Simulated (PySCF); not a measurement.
Species: C7H16Si.
Structure used (GFN2-xTB), in Å, numbered top down from 1:
```xyz
24
C7H16Si angstrom
C      3.665   -0.203    0.634
C      2.379   -0.362   -0.169
C      1.296    0.609    0.290
Si    -0.322    0.412   -0.690
C     -1.773    1.446   -0.007
C     -2.659    0.426    0.711
C     -2.652   -0.862   -0.105
C     -1.196   -1.253   -0.364
H      4.427   -0.897    0.284
H      3.481   -0.397    1.689
H      4.051    0.809    0.535
H      2.589   -0.194   -1.227
H      2.015   -1.387   -0.069
H      1.114    0.456    1.356
H      1.669    1.629    0.183
H     -0.089    0.658   -2.124
H     -1.489    2.254    0.664
H     -2.333    1.898   -0.825
H     -3.676    0.801    0.843
H     -2.247    0.221    1.702
H     -3.197   -1.657    0.408
H     -3.150   -0.677   -1.060
H     -0.787   -1.742    0.521
H     -1.127   -1.968   -1.182
```

NICS is the negative of the GIAO shielding at a point without a nucleus: at the ring centre (0) and 1 Å above and below it (1); zz is the component along the ring normal. Level: GIAO PBE0/pcSseg-1 (PySCF, non-relativistic, gas phase) on the GFN2-xTB geometry, one conformer.

Ring bond lengths (Å), with Mayer bond orders in brackets: Si4–C5 1.909 (0.90), C5–C6 1.530 (1.03), C6–C7 1.525 (1.03), C7–C8 1.530 (1.03), C8–Si4 1.908 (0.91).

Problem. What do the NICS probes read (ppm)?

Solution. 
```json
{"ring": "Si4–C5–C6–C7–C8", "type": "5-membered ring with Si; formal bonds all single", "NICS(0)": "-4.7", "NICS(1), two faces": "-4.1 / -3.9", "NICS(1)zz, two faces": "-3.3 / -2.0", "rms pucker (Å)": "0.20", "centre to ring atoms, mean (Å)": "1.40"}
```

Problem. What can be read from them?

Solution. 
- Si4–C5–C6–C7–C8: mean NICS(1)zz -2.6 ppm, near zero. Si4, C5, C6, C7, C8 have four or more neighbours; no verdict on aromaticity is drawn.
